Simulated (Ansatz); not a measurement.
`ClB(Cl)Br` + H₂S → `SB(Cl)Cl` + HBr at 400 K and 1 bar (ligand exchange at a B–Br bond).

Gas-phase electronic energies from Ansatz, PBE0-D4/def2-TZVP geometries. CCSD(T)/CBS is the MP2 limit (def2-TZVPP, def2-QZVPP) plus CCSD(T) − MP2 in def2-TZVPP, frozen cores. This one scheme is used for every species. For Br outer-core shells are correlated without core-valence functions, which leaves a few kJ/mol of doubt a bond. Scalar relativity is left out up to krypton. Each species was taken in one conformer, which may not be the lowest.

```
    species  CCSD(T)/CBS energy (Eh)  H − E (kJ/mol)  S (J/(mol·K))
`ClB(Cl)Br`              -3517.78256            40.2          330.0
        H₂S               -398.97279            53.4          215.9
 `SB(Cl)Cl`              -1342.83724            66.5          332.8
        HBr              -2573.91920            27.6          207.2
```

H − E and S are ideal-gas, rigid-rotor, harmonic terms from PBE0-D4/def2-TZVP, for one conformer and one mirror image of each species. 1 Eh = 2625.50 kJ/mol, R = 8.31446 J/(mol·K).

Task: By hand: ΔE, ΔH, ΔS and ΔG.

Result: ΔE = (-1342.83724) + (-2573.91920) − (-3517.78256) − (-398.97279) = -0.00109 Eh = -2.9 kJ/mol. Δ(H − E) = 66.5 + 27.6 − 40.2 − 53.4 = 0.5, so ΔH = -2.4 kJ/mol. ΔS = 332.8 + 207.2 − 330.0 − 215.9 = -5.9 J/(mol·K). ΔG = -2.4 − 400 × (-5.9)/1000 = 0.0 kJ/mol.

Task: By hand: the equilibrium constant, and the temperature at which ΔG would vanish if ΔH and ΔS stayed fixed.

Result: log₁₀ K = −ΔG/(RT ln 10) = 0.0. ΔG = 0 at ΔH/ΔS = 407 K, though so small a ΔH makes that figure unsure.

TΔS isn't small against ΔH here. The sign of ΔG lies within the doubt. A doubt of 5 kJ/mol in ΔE shifts log₁₀ K by 0.7 here. Other conformers and mirror images would add mixing entropy, several J/(mol·K) or more a flexible species. These are equilibria of isolated gas molecules and say nothing of rates. Largest T1 diagnostic: 0.012 (customary marks: 0.02 for closed shells, 0.045 for open ones).
